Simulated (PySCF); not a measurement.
C₃H₉BFN, SMILES CCNB(C)F. The structure is a stationary point at PBE-D3(BJ)/def2-SVP. This is a generated structure with no PubChem entry under its InChIKey; it may be hypothetical. The values are those of a single conformer.

Computed equilibrium geometry at PBE-D3(BJ)/def2-SVP (PySCF confirms it by a frequency run) as bond lengths and angles (one conformer of several):
Atoms: C1 C2 N3 B4 C5 F6 H7 H8 H9 H10 H11 H12 H13 H14 H15. Bonded distances (Å): C1–C2 1.530, C1–H7 1.110, C1–H8 1.109, C1–H9 1.109, C2–N3 1.452, C2–H10 1.114, C2–H11 1.108, N3–B4 1.410, N3–H12 1.025, B4–C5 1.577, B4–F6 1.362, C5–H13 1.111, C5–H14 1.111, C5–H15 1.107. Bond angles (°): C2–C1–H7 111.2, C2–C1–H8 111.1, C2–C1–H9 110.7, H7–C1–H8 107.6, H7–C1–H9 107.6, H8–C1–H9 108.4, C1–C2–N3 113.4, C1–C2–H10 109.5, C1–C2–H11 109.8, N3–C2–H10 109.9, N3–C2–H11 108.2, H10–C2–H11 105.9, C2–N3–B4 129.2, C2–N3–H12 114.2, B4–N3–H12 116.5, N3–B4–C5 126.1, N3–B4–F6 115.8, C5–B4–F6 118.1, B4–C5–H13 109.7, B4–C5–H14 109.8, B4–C5–H15 115.1, H13–C5–H14 105.9, H13–C5–H15 107.9, H14–C5–H15 108.0.
